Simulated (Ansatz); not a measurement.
ReNO3H2⁺, that is ReO3(NH2) with one electron fewer. Charge 1, multiplicity 2. Geometry r2SCAN-D4/def2-SVP, that of the neutral singlet; atoms count from 1.

```xyz
7

Re   -0.098    0.134   -0.726
O    -0.483   -1.342   -1.507
O    -1.404    1.224   -0.910
O     1.356    0.741   -1.392
N     0.175   -0.136    1.154
H    -0.581   -0.104    1.836
H     1.036   -0.515    1.546
```

In the def2 sets Re takes a core potential; there is no spin–orbit coupling.

(1) Estimate the Mulliken populations from the PBE0/def2-TZVP orbitals of Ansatz.

(2) Where does the spin sit?

(3) And the Mayer bond orders between bonded heavy atoms (over 0.3)?

Results:

(1) 
| atom | charge (e) | spin (α − β) | d electrons |
| --- | --- | --- | --- |
| Re1 | 1.50 | -0.29 | 4.45 |
| O2 | -0.25 | 0.37 | – |
| O3 | -0.29 | 0.05 | – |
| O4 | -0.28 | 0.14 | – |
| N5 | -0.40 | 0.77 | – |
| H6 | 0.36 | -0.02 | – |
| H7 | 0.36 | -0.02 | – |
Mulliken values and Mayer orders depend strongly on the basis.

(2) Summed by element: Re -0.29, O 0.56, N 0.77, H -0.04, of 1 unpaired in all. Largest on single atoms: N5 0.77, O2 0.37, Re1 -0.29.

(3) Re1–O2 1.79 (1.71 Å); Re1–O3 1.98 (1.71 Å); Re1–O4 1.95 (1.71 Å); Re1–N5 0.92 (1.92 Å).
